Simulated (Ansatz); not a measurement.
Relaxation of the cluster Cu5O4⁺ with RKS PBE0-D4/def2-SVP.

```sh
$ ansatz run in.yaml --threads 4 --pin off --events-out ev --progress --plain --max-ram 4787MiB
```

```yaml
crystal:
  periodic: [false, false, false]
  atoms:
    - {symbol: Cu, position_ang: [-0.885250, -0.106230, 1.904600]}
    - {symbol: Cu, position_ang: [-1.502990, -1.258780, -0.763480]}
    - {symbol: Cu, position_ang: [-0.470980, 0.750210, -0.215840]}
    - {symbol: Cu, position_ang: [1.583830, 1.127620, 0.801180]}
    - {symbol: Cu, position_ang: [0.967770, -0.023290, -1.868430]}
    - {symbol: O, position_ang: [2.049810, 0.860860, -0.845630]}
    - {symbol: O, position_ang: [-0.415780, -1.040540, -2.093730]}
    - {symbol: O, position_ang: [0.567530, 0.799650, 2.164750]}
    - {symbol: O, position_ang: [-1.893950, -1.109500, 0.916570]}
basis:
  gaussian: {orbitals: def2-SVP}
total_charge: 1
hamiltonian: {xc: pbe0, dispersion: d4}
scf: {lower_state_search: "off"}
output: {orbitals: {seedname: orbitals}}
relax: {f_tol: 0.02, max_steps: 100}
```

Run time 7 min (4 threads of Intel Xeon on a shared host), peak host memory 1.2 GiB.

Positions (Å) and forces (eV/Å) at steps 1, 2, 3, 4, 5, 6, 7, 8, 9, 10, 11, 12, 13, 14 of 14:

```xyz
9
step=1 energy=-231302.3534 eV
Cu   -0.885   -0.106    1.905   -0.072   -0.752    1.251
Cu   -1.503   -1.259   -0.763   -0.448   -1.448   -0.262
Cu   -0.471    0.750   -0.216   -0.550    0.877   -0.250
Cu    1.584    1.128    0.801    1.301   -0.052    0.625
Cu    0.968   -0.023   -1.868    0.994   -0.709   -0.905
O     2.050    0.861   -0.846   -0.050    0.633   -0.236
O    -0.416   -1.041   -2.094   -0.375    0.424   -0.377
O     0.568    0.800    2.165   -0.234    0.632    0.167
O    -1.894   -1.109    0.917   -0.566    0.395   -0.014
9
step=2 energy=-231302.6882 eV
Cu   -0.872   -0.149    1.945   -0.143   -0.271    0.719
Cu   -1.501   -1.323   -0.763   -0.375   -0.787   -0.215
Cu   -0.468    0.744   -0.216   -0.309    0.493   -0.153
Cu    1.633    1.104    0.825    0.635    0.255    0.304
Cu    1.010   -0.065   -1.886    0.509   -0.198   -0.652
O     2.035    0.910   -0.863   -0.030    0.056   -0.004
O    -0.447   -0.999   -2.117   -0.118    0.176    0.018
O     0.544    0.848    2.165   -0.041    0.099    0.035
O    -1.933   -1.071    0.909   -0.129    0.177   -0.051
9
step=3 energy=-231302.8504 eV
Cu   -0.871   -0.178    1.990    0.011   -0.109    0.171
Cu   -1.508   -1.398   -0.766   -0.025   -0.357    0.015
Cu   -0.491    0.771   -0.230   -0.119   -0.027   -0.057
Cu    1.665    1.133    0.843    0.211    0.380    0.049
Cu    1.044   -0.080   -1.926    0.288    0.153   -0.352
O     2.044    0.902   -0.861   -0.133   -0.288    0.246
O    -0.468   -0.965   -2.122   -0.214    0.139    0.308
O     0.541    0.857    2.170    0.074   -0.068   -0.133
O    -1.957   -1.041    0.901   -0.092    0.177   -0.246
9
step=4 energy=-231302.9729 eV
Cu   -0.852   -0.255    2.047   -0.159    0.093   -0.204
Cu   -1.481   -1.590   -0.741    0.164    0.588    0.046
Cu   -0.535    0.778   -0.256   -0.083   -0.825   -0.084
Cu    1.710    1.257    0.868    0.160   -0.192   -0.287
Cu    1.089   -0.068   -2.014    0.063    0.114   -0.016
O     2.104    0.803   -0.820   -0.546    0.084    0.947
O    -0.545   -0.844   -2.110   -0.432    0.178    1.319
O     0.536    0.878    2.160    0.151   -0.050   -0.994
O    -2.027   -0.959    0.866    0.682    0.011   -0.728
9
step=5 energy=-231303.2536 eV
Cu   -0.864   -0.263    2.053   -0.156    0.063   -0.254
Cu   -1.463   -1.684   -0.730    0.070    0.807   -0.079
Cu   -0.547    0.688   -0.251   -0.055   -0.922   -0.181
Cu    1.790    1.274    0.883   -0.007   -0.447   -0.333
Cu    1.107   -0.046   -2.033    0.060   -0.027    0.103
O     2.145    0.750   -0.788   -0.535    0.241    0.728
O    -0.617   -0.695   -2.048   -0.281    0.307    1.790
O     0.485    0.947    2.067    0.007   -0.004   -1.086
O    -2.035   -0.971    0.847    0.896   -0.019   -0.689
9
step=6 energy=-231303.7361 eV
Cu   -0.873   -0.268    2.041   -0.075    0.064   -0.002
Cu   -1.470   -1.718   -0.731   -0.013    0.532   -0.247
Cu   -0.546    0.580   -0.240    0.030   -0.508    0.087
Cu    1.841    1.246    0.879   -0.237   -0.380   -0.061
Cu    1.132   -0.053   -2.020   -0.025   -0.043    0.129
O     2.159    0.749   -0.776   -0.136    0.163    0.181
O    -0.659   -0.550   -1.925   -0.021    0.201    1.294
O     0.423    1.003    1.947   -0.071    0.039   -1.032
O    -2.008   -0.988    0.825    0.547   -0.069   -0.349
9
step=7 energy=-231304.1045 eV
Cu   -0.890   -0.273    2.053   -0.102   -0.068    0.345
Cu   -1.496   -1.718   -0.752   -0.048    0.250   -0.301
Cu   -0.533    0.511   -0.183    0.378    0.313    0.973
Cu    1.855    1.186    0.853   -0.159   -0.150    0.086
Cu    1.157   -0.054   -1.997   -0.127    0.012    0.159
O     2.206    0.755   -0.794    0.186    0.010   -0.227
O    -0.662   -0.428   -1.787    0.072   -0.241   -0.105
O     0.333    1.056    1.782   -0.329    0.028   -0.976
O    -1.969   -1.035    0.826    0.130   -0.155    0.046
9
step=8 energy=-231304.4093 eV
Cu   -0.909   -0.287    2.100   -0.138   -0.088    0.360
Cu   -1.521   -1.685   -0.781   -0.083    0.257   -0.085
Cu   -0.491    0.496   -0.100    0.434    0.296    0.450
Cu    1.846    1.146    0.823    0.026   -0.007    0.056
Cu    1.168   -0.044   -1.978   -0.157    0.060    0.228
O     2.268    0.735   -0.815    0.202   -0.079   -0.312
O    -0.654   -0.355   -1.729    0.084   -0.181   -0.453
O     0.232    1.096    1.620   -0.438   -0.020   -0.416
O    -1.938   -1.102    0.859    0.069   -0.238    0.173
9
step=9 energy=-231304.4816 eV
Cu   -0.950   -0.277    2.156   -0.130   -0.004   -0.046
Cu   -1.576   -1.568   -0.816   -0.290   -0.052    0.506
Cu   -0.423    0.484   -0.057   -0.258   -0.293   -1.462
Cu    1.839    1.110    0.790   -0.183    0.082    0.082
Cu    1.170   -0.046   -1.932    0.193    0.009   -0.101
O     2.339    0.706   -0.850    0.092   -0.035    0.020
O    -0.633   -0.293   -1.741   -0.107    0.106   -0.047
O     0.109    1.143    1.497    0.405    0.246    1.223
O    -1.875   -1.260    0.953    0.279   -0.060   -0.174
9
step=10 energy=-231304.5741 eV
Cu   -0.985   -0.268    2.080   -0.009   -0.185   -0.057
Cu   -1.637   -1.480   -0.757    0.015   -0.125    0.171
Cu   -0.420    0.623   -0.147    0.114   -0.205   -0.236
Cu    1.820    1.147    0.790    0.048   -0.088    0.032
Cu    1.197   -0.075   -1.946    0.042   -0.056    0.011
O     2.356    0.649   -0.821   -0.129    0.043    0.044
O    -0.634   -0.286   -1.746   -0.111    0.179   -0.147
O     0.115    1.130    1.531   -0.031    0.253    0.212
O    -1.810   -1.439    1.015    0.061    0.184   -0.031
9
step=11 energy=-231304.5968 eV
Cu   -0.954   -0.251    2.092   -0.027   -0.054   -0.020
Cu   -1.607   -1.489   -0.769   -0.004   -0.012    0.091
Cu   -0.345    0.561   -0.161   -0.078    0.126   -0.069
Cu    1.829    1.128    0.879    0.000   -0.002   -0.069
Cu    1.172   -0.102   -2.001    0.040    0.044    0.070
O     2.244    0.636   -0.781   -0.010   -0.048   -0.004
O    -0.670   -0.262   -1.797    0.051    0.011    0.073
O     0.092    1.181    1.536    0.017   -0.067   -0.047
O    -1.762   -1.402    1.003    0.010    0.001   -0.025
9
step=12 energy=-231304.6065 eV
Cu   -0.930   -0.255    2.078   -0.024   -0.065    0.004
Cu   -1.578   -1.481   -0.764   -0.012   -0.043    0.068
Cu   -0.384    0.622   -0.179   -0.053    0.062   -0.036
Cu    1.809    1.110    0.875    0.037   -0.007   -0.031
Cu    1.159   -0.113   -1.978    0.059    0.010    0.027
O     2.252    0.578   -0.759    0.025   -0.007   -0.020
O    -0.685   -0.231   -1.801   -0.009    0.025   -0.023
O     0.072    1.204    1.523    0.001    0.029    0.017
O    -1.715   -1.433    1.006   -0.024   -0.004   -0.005
9
step=13 energy=-231304.6102 eV
Cu   -0.914   -0.274    2.066    0.041    0.047   -0.044
Cu   -1.556   -1.485   -0.751    0.047    0.058   -0.031
Cu   -0.429    0.679   -0.192    0.027   -0.041    0.004
Cu    1.801    1.095    0.859   -0.054   -0.017    0.005
Cu    1.162   -0.121   -1.953   -0.078   -0.001    0.028
O     2.282    0.554   -0.758   -0.013    0.012    0.008
O    -0.694   -0.211   -1.803    0.032   -0.023    0.048
O     0.063    1.217    1.518   -0.004   -0.052   -0.024
O    -1.716   -1.453    1.013    0.002    0.016    0.007
9
step=14 energy=-231304.6113 eV
Cu   -0.911   -0.272    2.064    0.002   -0.002    0.003
Cu   -1.552   -1.483   -0.751    0.003   -0.001   -0.001
Cu   -0.424    0.672   -0.193    0.000    0.000   -0.002
Cu    1.799    1.091    0.863   -0.002   -0.002    0.003
Cu    1.158   -0.120   -1.952   -0.001   -0.004   -0.001
O     2.277    0.560   -0.758   -0.001    0.003    0.000
O    -0.693   -0.215   -1.803    0.001    0.004    0.004
O     0.063    1.214    1.517    0.001    0.000   -0.005
O    -1.718   -1.447    1.013   -0.002    0.002   -0.001
```

The restricted singlet is unstable towards broken spin symmetry at other levels; at PBE0-D4/def2-SVP this wasn't settled. The structure comes from a short search, and lower isomers may exist.
